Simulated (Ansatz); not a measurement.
Consider the substitution at a C–B bond: `C=C=C(C)BCl` + HI → `C=C=C(C)I` + `BCl`.

Isolated molecules relaxed with PBE0-D4/def2-TZVP in Ansatz; ΔE leaves out vibrations. CCSD(T)/CBS is the MP2 limit (def2-TZVPP, def2-QZVPP) plus CCSD(T) − MP2 in def2-TZVPP, frozen cores. This one scheme is used for every species. DFT in def2-TZVPP. def2 core potentials past Kr. For I outer-core shells are correlated without core-valence functions, which leaves a few kJ/mol of doubt a bond. Each species was taken in one conformer, which may not be the lowest.

```csv
level,ΔE (kJ/mol)
ωB97X-V,87.1
HF/def2-QZVPP,88.8
```

Task: What does CCSD(T)/CBS give? (Estimate.)

Result: Ansatz gave: +79.4 kJ/mol. The listed levels differ from it by 7.7, 9.4 kJ/mol.

Largest T1 diagnostic among the species: 0.012.

From PBE to PBE0 (25 % exact exchange), in def2-TZVPP and without D4, ΔE moves by +3.9 kJ/mol. In def2-TZVPP, CCSD(T) changes the Hartree–Fock value by −7.9 kJ/mol (the triples alone add −2.0 kJ/mol) and MP2 by −12.0 kJ/mol.
